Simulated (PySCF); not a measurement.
Compound: C7H15N.
Atom-mapped SMILES: `[CH3:1][CH2:2][CH2:3]/[N:4]=[C:5](\[CH3:6])[CH2:7][CH3:8]` (hydrogens: H9, H10, H11 on C1; H12, H13 on C2; H14, H15 on C3; H16, H17, H18 on C6; H19, H20 on C7; H21, H22, H23 on C8)

Computed by this run: PBE0-D3(BJ)/def2-SVP geometry optimisation, gas phase in PySCF 2.14.0; density fitting, grid level 1; the optimiser is geomeTRIC in internal coordinates, started from a GFN2-xTB structure with every atom displaced at random (about 0.01 Å).

Step 0: E = -8976.7326 eV
```
atom  x, y, z in Å  |  force x, y, z in eV/Å
C1      2.7600    0.4650   -0.9082   -1.270   1.288   0.858
C2      2.6755    0.0014    0.5290   -0.946   0.126  -0.307
C3      1.3332   -0.6953    0.8154    1.583   0.333   0.666
N4      0.3213    0.2694    0.7275   -2.872   0.252   0.000
C5     -0.9276   -0.0764    0.7749    1.514   0.941   0.292
C6     -1.4351   -1.4744    0.9445    0.247   0.300   0.133
C7     -1.9477    1.0117    0.6549   -0.863  -0.449  -0.190
C8     -2.6216    0.9582   -0.7193   -0.626  -0.298   0.286
H9      1.8836    1.1373   -1.0921    0.436  -0.355  -0.083
H10     3.6491    1.0509   -1.0844    0.676   0.263  -0.249
H11     2.7007   -0.3549   -1.5913    0.055  -0.870  -0.807
H12     2.7815    0.8610    1.2092   -0.062  -0.047   0.059
H13     3.4761   -0.6732    0.7224    1.078  -0.891   0.421
H14     1.1918   -1.5196    0.1238   -0.073  -0.670  -0.496
H15     1.3729   -1.1371    1.8328   -0.071  -0.059  -0.033
H16    -0.9899   -1.9143    1.8442    0.068  -0.199   0.122
H17    -1.1237   -2.0715    0.0889    0.051  -0.434  -0.286
H18    -2.5222   -1.5009    1.0393   -0.196  -0.079  -0.036
H19    -1.4675    1.9711    0.7777    0.404   0.535   0.181
H20    -2.7320    0.9034    1.4469    0.402   0.028  -0.301
H21    -3.3959    1.7429   -0.8100    0.141  -0.127  -0.034
H22    -3.1269   -0.0240   -0.8682    0.163   0.377  -0.055
H23    -1.8924    1.0922   -1.5233    0.162   0.035  -0.140
```

Step 1: E = -8976.9259 eV
```
atom  x, y, z in Å  |  force x, y, z in eV/Å
C1      2.8639    0.4791   -0.8797    0.007  -0.064  -0.198
C2      2.6968   -0.0366    0.5358    0.184  -0.080   0.116
C3      1.3308   -0.6593    0.7737   -0.219   0.023  -0.086
N4      0.2746    0.3290    0.6573    0.253  -0.162   0.091
C5     -0.9412   -0.0307    0.7597   -0.006   0.024  -0.137
C6     -1.3953   -1.4550    0.9583   -0.011   0.010  -0.043
C7     -2.0078    1.0240    0.6275    0.105   0.119   0.068
C8     -2.7593    0.9406   -0.6964    0.088  -0.007  -0.053
H9      2.0479    1.1749   -1.1215   -0.051   0.027  -0.014
H10     3.8150    1.0178   -1.0150    0.000  -0.062  -0.003
H11     2.8284   -0.3490   -1.6157    0.030   0.153   0.115
H12     2.8210    0.7940    1.2519    0.002  -0.019  -0.009
H13     3.4884   -0.7789    0.7723   -0.202   0.130  -0.035
H14     1.1747   -1.4939    0.0544    0.015   0.066   0.082
H15     1.3003   -1.1175    1.7803    0.011  -0.041   0.019
H16    -0.9400   -1.8862    1.8643   -0.005  -0.009   0.004
H17    -1.0728   -2.0847    0.1110   -0.009   0.005   0.048
H18    -2.4880   -1.5296    1.0461    0.026  -0.019   0.011
H19    -1.5102    2.0021    0.7289   -0.048  -0.072  -0.039
H20    -2.7135    0.9206    1.4681   -0.077   0.007   0.037
H21    -3.5345    1.7188   -0.7633    0.007  -0.009  -0.002
H22    -3.2544   -0.0351   -0.8233   -0.016  -0.004  -0.025
H23    -2.0614    1.0786   -1.5402   -0.085  -0.016   0.055
```

Step 2: E = -8976.9323 eV
```
atom  x, y, z in Å  |  force x, y, z in eV/Å
C1      2.8475    0.5134   -0.8698   -0.030   0.017  -0.021
C2      2.6922   -0.0558    0.5304    0.072  -0.019   0.017
C3      1.3259   -0.6819    0.7605   -0.078   0.107   0.039
N4      0.2866    0.3189    0.6745    0.017  -0.063  -0.074
C5     -0.9347   -0.0254    0.7667    0.006  -0.017  -0.007
C6     -1.3951   -1.4449    0.9867   -0.043   0.020  -0.055
C7     -1.9944    1.0347    0.6143    0.024   0.001   0.089
C8     -2.7446    0.9229   -0.7093    0.015  -0.021   0.000
H9      2.0347    1.2269   -1.0772    0.009  -0.014   0.016
H10     3.8046    1.0418   -0.9952    0.011  -0.019   0.003
H11     2.7983   -0.2810   -1.6337    0.006   0.010   0.013
H12     2.8301    0.7462    1.2750   -0.006  -0.006   0.000
H13     3.4720   -0.8108    0.7327   -0.010   0.021  -0.025
H14     1.1602   -1.4903    0.0185   -0.005   0.003   0.018
H15     1.2994   -1.1744    1.7522    0.020  -0.016   0.006
H16    -0.9494   -1.8602    1.9050    0.006   0.009   0.004
H17    -1.0666   -2.0935    0.1577   -0.002  -0.012   0.007
H18    -2.4877   -1.5184    1.0680   -0.003  -0.009   0.004
H19    -1.4941    2.0108    0.6911   -0.001  -0.004  -0.017
H20    -2.7084    0.9554    1.4539    0.001   0.007  -0.011
H21    -3.5149    1.7037   -0.7948   -0.003   0.002   0.001
H22    -3.2477   -0.0516   -0.8165   -0.004   0.003   0.000
H23    -2.0508    1.0364   -1.5563   -0.005   0.000  -0.007
```

Task: Estimate the geometry and energy of step 3. (The exact step hangs on the optimiser's Hessian estimate; all steps are aligned on step 2, rigid shifts and turns removed.)

Result: E = -8976.9323 eV, largest force 0.103 eV/Å
```
atom  x, y, z in Å  |  force x, y, z in eV/Å
C1      2.8483    0.5081   -0.8729   -0.023   0.037   0.049
C2      2.6974   -0.0447    0.5352   -0.022   0.010  -0.020
C3      1.3335   -0.6761    0.7744   -0.003   0.041  -0.041
N4      0.2892    0.3125    0.6635   -0.058  -0.044   0.073
C5     -0.9319   -0.0339    0.7535   -0.022   0.062   0.018
C6     -1.4066   -1.4502    0.9647    0.053  -0.002   0.001
C7     -1.9866    1.0324    0.6173   -0.034  -0.029  -0.022
C8     -2.7494    0.9247   -0.6999   -0.038   0.001   0.018
H9      2.0331    1.2172   -1.0865    0.021  -0.011   0.011
H10     3.8057    1.0337   -1.0054    0.009   0.005   0.001
H11     2.8010   -0.2940   -1.6257   -0.009  -0.043  -0.031
H12     2.8318    0.7671    1.2694   -0.007   0.002   0.007
H13     3.4788   -0.7922    0.7452    0.055  -0.034  -0.007
H14     1.1750   -1.4982    0.0479    0.017  -0.046  -0.015
H15     1.3109   -1.1539    1.7741   -0.011   0.021  -0.002
H16    -0.9623   -1.8728    1.8804    0.003  -0.002   0.007
H17    -1.0859   -2.0999    0.1341    0.010  -0.006  -0.009
H18    -2.4993   -1.5159    1.0495   -0.002   0.010  -0.002
H19    -1.4816    2.0054    0.6891    0.013   0.017  -0.005
H20    -2.6960    0.9557    1.4617    0.032  -0.004  -0.012
H21    -3.5165    1.7095   -0.7768   -0.008   0.004  -0.006
H22    -3.2597   -0.0465   -0.8037    0.001   0.004   0.007
H23    -2.0659    1.0352   -1.5546    0.024   0.005  -0.020
```

The energy changes by 0.0000 eV. The first-order estimate −F·Δx gives -0.0044 eV and the mean of the old and new forces, exact on a quadratic surface, -0.0009 eV. The step makes an angle of 79° with the force vector and moves no atom by more than 0.034 Å.

The cost below is that of the whole optimisation. On one thread, Intel Xeon at 2.70 GHz (x86_64), on a shared host, this took 4.0 min and 0.82 GiB of memory at its peak.
